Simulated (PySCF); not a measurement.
Isomers of [C7H10NO]+ (charge +1). Level of theory: PBE0-D3(BJ)/def2-SVP geometry optimisation, gas phase (PySCF 2.14.0). One conformer each; no zero-point energy, no entropy. No frequencies were run at this level. Point groups hold within 0.08 Å.

Question: Order them by energy at this level, lowest first, and give relative energies in kcal/mol.
A. `[CH3:1][O:2][c:3]1[cH:4][cH:5][cH:6][c:7]([NH3+:8])[cH:9]1` (charge +1) with C1–O2–C3–C4 0°
B. `[CH3:1][O:2][c:3]1[cH:4][cH:5][cH:6][cH:7][n+:8]1[CH3:9]` (charge +1) with C1–O2–C3–C4 0°
C. `[CH3:1][n+:2]1[cH:3][o:4][cH:5][c:6]1[CH:7]1[CH2:8][CH2:9]1` (charge +1) with C5–C6–C7–C8 40°
D. `[CH3:1][O:2][c:3]1[cH:4][cH:5][n+:6]([CH3:7])[cH:8][cH:9]1` (charge +1) with C1–O2–C3–C4 179°

Answer: B (0.0), D (0.4), A (11.7), C (29.7).

As drawn, the highest has a three-membered ring, which the lowest lacks. Neighbours under 5.0 kcal/mol apart (COc1cccc[n+]1C and COc1cc[n+](C)cc1) can change places with a better method, another conformer or zero-point energy.

```
            SMILES      E (Eh)  E rel (kcal/mol)  dipole about centre of mass (D)  point group       A, B, C (MHz)
    COc1cccc[n+]1C  -401.76524               0.0                             0.31            –   2626, 1581, 999.5
  COc1cc[n+](C)cc1  -401.76458               0.4                             2.97            –  4911, 999.0, 839.2
COc1cccc([NH3+])c1  -401.74652              11.7                             8.46      near Cs   3508, 1104, 848.0
  C[n+]1cocc1C1CC1  -401.71793              29.7                             3.27      near Cs   2984, 1305, 982.9
```

Q: How do the relative energies change in single points at wB97X-D/def2-SVPD (no added dispersion term) on the same geometries?

A: 
```csv
SMILES,PBE0-D3(BJ)/def2-SVP (kcal/mol),wB97X-D/def2-SVPD (kcal/mol),shift
COc1cccc[n+]1C,0.0,0.1,+0.1
COc1cc[n+](C)cc1,0.4,0.0,-0.4
COc1cccc([NH3+])c1,11.7,12.1,+0.4
C[n+]1cocc1C1CC1,29.7,30.3,+0.6
```

Each column counts from its own lowest isomer. COc1cc[n+](C)cc1 becomes the lowest; the largest shift is 0.6 kcal/mol.

Q: As an exercise, what shares would exp(−E/RT) give at 298.15 K from these electronic energies alone (no entropy, no degeneracies)?

A: RT = 0.592 kcal/mol: COc1cccc[n+]1C 66.7 %, COc1cc[n+](C)cc1 33.3 %, COc1cccc([NH3+])c1 under 0.1 %, C[n+]1cocc1C1CC1 under 0.1 %.
